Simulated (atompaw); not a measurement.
## An all-electron radial function and its pseudo partner (Li (Z = 3))

Columns: radius, all-electron u(r) and pseudo u(r) of the 1s shell (level -51.85 eV) of lithium in the configuration 1s2 2s1 2p0; PBE, scalar-relativistic, PAW (atompaw) scheme, atompaw 4.2.0.5.

```json
{"r (bohr)": "0.115", "all-electron": "0.7588", "pseudo": "0.6224"}
{"r (bohr)": "0.231", "all-electron": "1.0870", "pseudo": "1.0342"}
{"r (bohr)": "0.346", "all-electron": "1.1768", "pseudo": "1.1735"}
{"r (bohr)": "0.462", "all-electron": "1.1433", "pseudo": "1.1435"}
{"r (bohr)": "0.577", "all-electron": "1.0503", "pseudo": "1.0503"}
{"r (bohr)": "0.692", "all-electron": "0.9328", "pseudo": "0.9328"}
{"r (bohr)": "0.808", "all-electron": "0.8094", "pseudo": "0.8094"}
{"r (bohr)": "0.923", "all-electron": "0.6923", "pseudo": "0.6923"}
{"r (bohr)": "1.038", "all-electron": "0.5857", "pseudo": "0.5857"}
{"r (bohr)": "1.154", "all-electron": "0.4907", "pseudo": "0.4907"}
{"r (bohr)": "1.269", "all-electron": "0.4090", "pseudo": "0.4090"}
{"r (bohr)": "1.385", "all-electron": "0.3385", "pseudo": "0.3385"}
{"r (bohr)": "1.500", "all-electron": "0.2793", "pseudo": "0.2793"}
{"r (bohr)": "1.615", "all-electron": "0.2294", "pseudo": "0.2294"}
{"r (bohr)": "1.731", "all-electron": "0.1875", "pseudo": "0.1875"}
{"r (bohr)": "1.846", "all-electron": "0.1532", "pseudo": "0.1532"}
{"r (bohr)": "1.962", "all-electron": "0.1249", "pseudo": "0.1249"}
{"r (bohr)": "2.077", "all-electron": "0.1018", "pseudo": "0.1018"}
{"r (bohr)": "2.192", "all-electron": "0.0830", "pseudo": "0.0830"}
{"r (bohr)": "2.308", "all-electron": "0.0674", "pseudo": "0.0674"}
{"r (bohr)": "2.423", "all-electron": "0.0548", "pseudo": "0.0548"}
{"r (bohr)": "2.538", "all-electron": "0.0445", "pseudo": "0.0445"}
{"r (bohr)": "2.654", "all-electron": "0.0361", "pseudo": "0.0361"}
{"r (bohr)": "2.769", "all-electron": "0.0293", "pseudo": "0.0293"}
{"r (bohr)": "2.885", "all-electron": "0.0237", "pseudo": "0.0237"}
{"r (bohr)": "3.000", "all-electron": "0.0192", "pseudo": "0.0192"}
```

**Question.** How many radial nodes do the two functions have?

**Answer.** The all-electron 1s function has n − l − 1 = 0; the pseudo-wave has 0.

**Question.** At about which radius was the pseudo-wave matched?

**Answer.** 0.50 bohr, where the columns begin to agree (steps of 0.12 bohr).

**Question.** Is the pseudo-wave norm-conserving?

**Answer.** No, it belongs to a PAW set: the norm inside the radius is not constrained, and the difference is carried by the augmentation charge.
